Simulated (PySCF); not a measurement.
C₂H₅NO₂Si, SMILES O[Si@@H]1C=NCO1. Coordinates come from a ωB97X-D3(BJ)/def2-SVP optimisation. The structure was generated by enumeration; whether it is a known compound was not checked. One conformer was computed; it need not be the lowest.

Computed equilibrium geometry at ωB97X-D3(BJ)/def2-SVP (PySCF confirms it by a frequency run) as bond lengths and angles (one conformer of several):
Atoms: O1 Si2 C3 N4 C5 O6 H7 H8 H9 H10 H11. Bond lengths (Å): O1–Si2 1.655, O1–H7 0.963, Si2–C3 1.890, Si2–O6 1.674, Si2–H8 1.477, C3–N4 1.279, C3–H9 1.100, N4–C5 1.452, C5–O6 1.412, C5–H10 1.104, C5–H11 1.104. Bond angles (°): Si2–O1–H7 117.7, O1–Si2–C3 116.8, O1–Si2–O6 114.4, O1–Si2–H8 104.2, C3–Si2–O6 89.8, C3–Si2–H8 118.2, O6–Si2–H8 113.6, Si2–C3–N4 111.0, Si2–C3–H9 131.1, N4–C3–H9 117.9, C3–N4–C5 113.4, N4–C5–O6 113.2, N4–C5–H10 108.1, N4–C5–H11 107.8, O6–C5–H10 110.0, O6–C5–H11 109.6, H10–C5–H11 107.9, Si2–O6–C5 112.6.
Charge 0, spin multiplicity 1.
